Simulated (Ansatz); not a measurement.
Program: Ansatz. Geometries: PBE0-D4/def2-TZVP. ΔE: electronic, gas phase. CCSD(T)/CBS adds triple-zeta CCSD(T) − MP2 to the extrapolated MP2 energy (def2 sets, frozen cores). This one scheme is used for every species. DFT in def2-TZVPP. B3LYP here is the variant with VWN-RPA as its local correlation; programs differ in this. One conformer a species, not always the lowest.

Reaction (ligand exchange at the Si–O bond): `OC(O)(F)O[SiH3]` + `N=CCl` → `[SiH3]/N=C/Cl` + `OC(O)(O)F`

| level | ΔE (eV) |
| --- | --- |
| r2SCAN-D4 | 0.38 |
| B3LYP-D4 | 0.40 |
| ωB97M-V | 0.43 |
| r2SCAN | 0.37 |
| HF/def2-TZVPP | 0.48 |
| HF/def2-QZVPP | 0.48 |
| MP2/def2-QZVPP | 0.39 |
| CCSD/CBS(def2) | 0.44 |

(1) What does CCSD(T)/CBS give? (An estimate is asked.)

Largest T1 diagnostic among the species: 0.013.

Results:

(1) The calculation gave: +0.43 eV. The listed levels differ from it by -0.05, -0.03, 0.00, -0.06, 0.05, 0.05, -0.04, 0.01 eV.

From PBE to PBE0 (25 % exact exchange), in def2-TZVPP and without D4, ΔE moves by +0.04 eV. In def2-TZVPP, CCSD(T) changes the Hartree–Fock value by −0.05 eV (the triples alone add −0.02 eV) and MP2 by −0.08 eV.
